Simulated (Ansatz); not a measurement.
`[SiH3][O][Mg][O][SiH3]` + `[NH2][Mg][F]` → `[F][Mg][O][SiH3]` + `[NH2][Mg][O][SiH3]`  (redistribution)

Program: Ansatz. Geometries: PBE0-D4/def2-TZVP. ΔE: electronic, gas phase. CBS: MP2 limit from def2 TZ/QZ plus the TZ coupled-cluster correction, frozen cores. Functionals use def2-TZVPP. For Mg outer-core shells are correlated without core-valence functions, which leaves a few kJ/mol of doubt a bond. One conformer a species, not always the lowest.

`[SiH3][O][Mg][O][SiH3]`:

Cartesian coordinates in Å:
```
Si -2.935 1.687 -0.277
O -1.543 0.883 -0.138
Mg -0.002 -0.003 0.008
O 1.539 -0.889 0.154
Si 2.936 -1.687 0.275
H -3.760 1.556 0.959
H -2.698 3.141 -0.512
H -3.745 1.171 -1.418
H 3.070 -2.340 1.610
H 3.041 -2.753 -0.763
H 4.099 -0.768 0.101
```

`[NH2][Mg][F]`:

Cartesian coordinates in Å:
```
N -0.128 0.532 -0.666
Mg 0.151 -0.626 0.783
F 0.412 -1.709 2.139
H -0.302 0.262 -1.622
H -0.133 1.541 -0.633
```

`[F][Mg][O][SiH3]`:

Cartesian coordinates in Å:
```
F 0.871 3.800 0.450
Mg 0.483 2.108 0.249
O 0.088 0.382 0.045
Si -0.271 -1.181 -0.140
H -1.591 -1.507 0.474
H -0.337 -1.552 -1.583
H 0.757 -2.050 0.505
```

`[NH2][Mg][O][SiH3]`:

```xyz
9

N     0.777    2.575   -1.358
Mg    0.294    0.970   -0.515
O    -0.169   -0.565    0.292
Si   -0.585   -1.938    1.022
H     1.707    2.960   -1.421
H     0.156    3.213   -1.831
H    -1.984   -1.880    1.541
H    -0.504   -3.101    0.089
H     0.308   -2.234    2.181
```

| level | ΔE (kJ/mol) | difference from CCSD(T)/CBS |
| --- | --- | --- |
| r2SCAN-D4 | 0.6 | -1.9 |
| B97M-V | 0.1 | -2.4 |
| PBE0-D4 | 0.9 | -1.6 |
| ωB97X-V | 0.8 | -1.7 |
| PBE0 | 0.8 | -1.7 |
| r2SCAN0 | 0.7 | -1.8 |
| HF/def2-SVP | 1.1 | -1.4 |
| CCSD(T)/def2-SVP | -0.2 | -2.7 |
| CCSD/def2-TZVPP | 1.1 | -1.4 |
| HF/CBS(def2) | 0.9 | -1.6 |
| CCSD(T)/CBS | 2.5 | 0 |

Largest T1 diagnostic among the species: 0.012.

Leaving LDA and LC-ωPBE aside and taking each functional with its dispersion term where it has one, the values, not all of them listed here, spread over 1.2 kJ/mol, from B97M-V to BHLYP-D4.
